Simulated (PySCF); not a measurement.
**Bond length, frequency and bond energy of NiSe by level of theory**

State: ³Σ⁻ (triplet), unpaired electrons π ↑↑. Set-up: basis Ni x2c-TZVPPall, Se x2c-TZVPPall; spin-free X2C with a Gaussian nucleus; PySCF 2.14. De refers to Ni (3d8 4s2) + Se in their high-spin ground configurations, without counterpoise correction. The functionals are run spin-unrestricted. A positive dipole means Ni(−)Se(+). Levels whose curve was spin-contaminated or gave no clean fit are not listed.

| Level | Re (Å) | ωe (cm⁻¹) | De (eV) | μ (D) |
| --- | --- | --- | --- | --- |
| PBE | 2.084 | 379 | n/a | -2.85 |
| PBEsol | 2.061 | 394 | n/a | -2.78 |
| BP86 | 2.084 | 379 | n/a | -2.83 |
| r²SCAN | 2.065 | 396 | n/a | -3.55 |
| PBE0 | 2.069 | 399 | n/a | -4.11 |
| r²SCAN0 | 2.060 | 407 | n/a | -4.59 |
| B97-3 | 2.090 | 386 | n/a | -4.25 |
| LC-ωPBE | 2.029 | 440 | n/a | -4.15 |

Question: What does a quarter of exact exchange do here, going from PBE to PBE0?

Answer: PBE0 less PBE: -1.5 pm in Re, +5.3 % in ωe. Exact exchange removes part of the self-interaction that spreads semilocal densities, and in most molecules shortens and stiffens the bond and lowers De; so it does here.

De is left out where the level can put another filling of the metal’s s and d shells below the measured ground configuration, by anything from nothing to about 1 eV. Spin–orbit coupling is left out. With d or f electrons several states lie close, and the lowest PBE0 determinant need not be the measured ground state.

The whole job (state search and all levels along the bond) took about 17 min on 2 threads of Arm Neoverse V1 (shared host), peak memory 4.4 GiB.
